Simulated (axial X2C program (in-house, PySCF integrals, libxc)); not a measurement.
## Worked dissociation energy of CuH⁻: r2SCAN, 2c

All values were computed with an in-house relativistic program for diatomic molecules. Two-component (2c) means X2C with spin–orbit coupling and atomic mean-field two-electron Coulomb and Gaunt terms. Basis: Cu dyall-acv3z [10s10p7d4f2g], H dyall-av3z [7s3p2d] (cores contracted in-house); Gaussian nuclei, density fitting, unrestricted open shells. Masses: Cu 62.930 u, H 1.008 u.

Molecular state: Ω = 1/2 (⟨Sz⟩ = 0.50, ⟨Lz⟩ = 0.00 at r2SCAN).

- E(Cu-) (2M_J = 0): -1654.352647 hartree
- E(H) (2M_J = 1): -0.500178 hartree
- E(CuH⁻) at Re: -1654.937246 hartree
- ωe: 1704.0 cm⁻¹
- ωexe: 49.4 cm⁻¹

Question: Work out De and D0.

Answer: De = -1654.352647 + (-0.500178) − (-1654.937246) = 0.08442 hartree = 2.297 eV. The zero-point energy is ωe/2 − ωexe/4 = 840 cm⁻¹ = 0.104 eV, so D0 = 2.193 eV.

The state is a single determinant with fixed occupations, the lowest that a limited PBE0 search found. De is counted from the lowest determinant-based energies of the atoms at the same level, without counterpoise correction. Density functionals use the spin component along the axis (collinear). The highest occupied level of some functionals is positive through self-interaction error; at Hartree–Fock it is bound.

Each atomic determinant is the lowest at this level and need not be a pure J level. Totals compare only within one Hamiltonian and basis.
